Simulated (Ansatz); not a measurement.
Cost and result for the atomization energy of C$_{3}$H$_{6}$SSi, SMILES `CC#CS[SiH3]` (11 atoms, 10 bonds).

```csv
atom,x (Å),y (Å),z (Å)
C1,-2.404,-0.437,0.646
C2,-1.253,0.215,0.056
C3,-0.295,0.759,-0.435
S4,1.012,1.554,-1.138
Si5,2.512,0.159,-0.486
H6,-2.886,0.205,1.387
H7,-2.107,-1.362,1.147
H8,-3.145,-0.693,-0.116
H9,2.543,0.100,0.995
H10,2.231,-1.187,-1.040
H11,3.794,0.687,-1.016
```

The species carries charge 0 and has multiplicity 1. Geometry: relaxed with PBE0-D4/def2-TZVP. Program: Ansatz. All runs use 4 threads of an Arm Neoverse V1 on a shared host. Times are those of one run each, without the atoms' runs, and a repeat can differ threefold. Electronic energies, without spin–orbit coupling; frozen cores. CCSD(T)/CBS adds CCSD(T) − MP2 in def2-TZVPP to the MP2 limit, and its time is that of the two runs behind it. T1 = 0.012. B3LYP takes the VWN-RPA correlation (the form of Gaussian; ORCA's B3LYP/G).

CCSD(T)/CBS is a level of theory with its own doubt, some kJ/mol a heavy atom from the limit and from the frozen cores, so smaller differences don't rank the functionals.

| level | functions | wall time |
| --- | --- | --- |
| PBE-D4/def2-TZVPP (with forces) | 261 | 2.7 s |
| PBE0-D4/def2-TZVPP | 261 | 3.2 s |
| r2SCAN-D4/def2-TZVPP (with forces) | 261 | 5.5 s |
| B3LYP-D4/def2-TZVPP (with forces) | 261 | 5.5 s |
| B2PLYP/def2-TZVPP | 261 | 6 s |
| ωB97X-V/def2-TZVPP | 261 | 8 s |
| ωB97M-V/def2-TZVPP (with forces) | 261 | 12 s |
| MP2/def2-QZVPP | 491 | 23 s |
| CCSD(T)/def2-TZVPP | 261 | 2.3 min |
| CCSD(T)/CBS(def2) | – | 2.7 min |

**Question.** What atomization energy does each give, and how far from CCSD(T)/CBS? (Best estimate.)

**Answer.** Ansatz gave: 
```csv
level,atomization (kJ/mol),difference from CCSD(T)/CBS,per bond
PBE-D4/def2-TZVPP (with forces),4225.5,96.8,9.7
PBE0-D4/def2-TZVPP,4157.3,28.6,2.9
r2SCAN-D4/def2-TZVPP (with forces),4151.8,23.1,2.3
B3LYP-D4/def2-TZVPP (with forces),4135.2,6.5,0.7
B2PLYP/def2-TZVPP,4093.9,-34.8,-3.5
ωB97X-V/def2-TZVPP,4144.4,15.7,1.6
ωB97M-V/def2-TZVPP (with forces),4147.8,19.1,1.9
MP2/def2-QZVPP,4158.0,29.3,2.9
CCSD(T)/def2-TZVPP,4019.8,-108.9,-10.9
CCSD(T)/CBS(def2),4128.7,0.0,0.0
```

From PBE to PBE0 (25 % exact exchange), in def2-TZVPP and without D4, the atomization energy moves by −64.7 kJ/mol: exact exchange takes away binding that semilocal exchange gives to molecules. The D4 term adds +38.6 kJ/mol with B3LYP and +20.3 kJ/mol with PBE0; it sums over pairs of atoms, weighted by their polarisabilities, and B3LYP, whose exchange is more repulsive, gets the larger term. In def2-TZVPP, CCSD(T) changes the Hartree–Fock value by +985.2 kJ/mol (the triples alone add +69.0 kJ/mol) and MP2 by +1059.5 kJ/mol; breaking electron pairs costs correlation energy, which Hartree–Fock lacks.
